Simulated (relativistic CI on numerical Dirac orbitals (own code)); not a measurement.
## Rh3+: M2,3 absorption edge

Computed with this model: Dirac-Coulomb-Breit CI, orbitals from a KLI potential per configuration, a model potential for QED, valence Slater integrals scaled by 0.9, multiplet model of core-to-valence dipole absorption; configurations [Kr] 4d6 → [Ne] 3s2 3p5 3d10 4s2 4p6 4d7; 80 K; Lorentzian 1.2 eV and Gaussian 0.4 eV FWHM. Energies are those of the free ion, without screening or charge transfer. The branching ratio is the share of the lower-energy edge in the whole absorption, uncertain by about 0.02 where the edges overlap. S is read from ⟨S²⟩ = S(S + 1).

Field parameters in Wybourne normalisation: D4h B²₀ = −7Ds, B⁴₀ = 21(Dq − Dt), B⁴₄ = 21√(5/14) Dq. The field is a parameter set, without covalency.

Case free ion, the dichroism is that of the ground state at zero temperature, magnetised by exchange field 10 meV on Sz. The dichroism I(Δm = −1) − I(Δm = +1), over the sum of the three polarisations, integrates to -0.2410 on the lower edge and -0.0116 on the upper edge. The branching ratio is 0.837.

Question: Use the orbital sum rule with 4 holes to get ⟨Lz⟩.

Answer: For a p → d edge ⟨Lz⟩ = 2 × n_h × (sum of both integrals) in this sign convention = -2.02; the ground state itself has ⟨Lz⟩ = -2.02 and ⟨Sz⟩ = -1.98. The rule assumes one radial integral for both edges, which relativistic orbitals only approach.
